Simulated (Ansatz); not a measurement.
Reaction R1 + R2 → P1 + P2, each structure at its B3LYP-D3(BJ)/def2-TZVP stationary point, reached from a drawn start (curvature not checked).
R1: CH6O3Si (SMILES C[Si](O)(O)O), charge 0, multiplicity 1.
R2: O atom, charge 0, multiplicity 3.
P1, H3O4Si (SMILES [O][Si](O)(O)O) (charge 0, multiplicity 2, Z-matrix in Å and degrees):
```
Si
O 1 1.6206
H 2 0.9601 1 118.04
O 1 1.6281 2 104.62 3 -163.52
H 4 0.9603 1 117.77 2 -155.81
O 1 1.6386 2 107.56 3 -37.41
H 6 0.9610 1 118.96 2 174.52
O 1 1.6630 2 117.35 3 77.11
```
P2: CH3 (SMILES [CH3]), charge 0, multiplicity 2.

P less R. No zero-point or thermal terms; singlets are restricted closed shells; open shells are unrestricted; no spin–orbit coupling. One arrangement of each flexible species, with no search for the lowest.

The values were computed with Ansatz (Gaussian basis) for Hartree–Fock, density functionals and correlated methods. All values are computed, each at the level named.

Q: One of these levels gives -22.46 kcal/mol for the reaction energy. Which?
A. B97M-V/def2-TZVPP
B. BLYP/def2-TZVPP
C. PBE/def2-TZVPP
D. wB97X-V/def2-TZVPP

A: A, B97M-V/def2-TZVPP. The others give -26.41 (PBE/def2-TZVPP), -29.06 (BLYP/def2-TZVPP), -18.23 (wB97X-V/def2-TZVPP)

Ansatz is a first-principles code.
